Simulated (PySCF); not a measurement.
C₃H₇, SMILES [CH2]CC, multiplicity 2. Geometry: B3LYP-D3(BJ)/def2-TZVP. The isomer is the one that the SMILES or the coordinates give; other isomers of the formula were not compared.

Method: B3LYP-D3(BJ)/def2-TZVP (PySCF).

Harmonic wavenumbers (cm⁻¹): 99, 248, 377, 489, 761, 882, 928, 1053, 1087, 1174, 1270, 1365, 1412, 1466, 1469, 1499, 1505, 2924, 3004, 3030, 3089, 3096, 3140, 3239. Rotational constants (GHz): 33.10, 9.004, 7.792; symmetry number 1.

Task: Work out the zero-point energy and the ideal-gas rigid-rotor harmonic-oscillator thermochemistry at 298.15 K and 1 atm.

Result: ZPE = ½ Σ hcν = ½ × 38604 cm⁻¹ = 55.19 kcal/mol. H − E(el) = 58.88 kcal/mol. Entropy in cal/(mol K): translation 37.21, rotation 22.45, vibration 7.78, spin 1.38, total 68.81. G − E(el) = 38.37 kcal/mol. Cp = 17.70 cal/(mol K). Modes under 150 cm⁻¹ make the vibrational entropy uncertain.
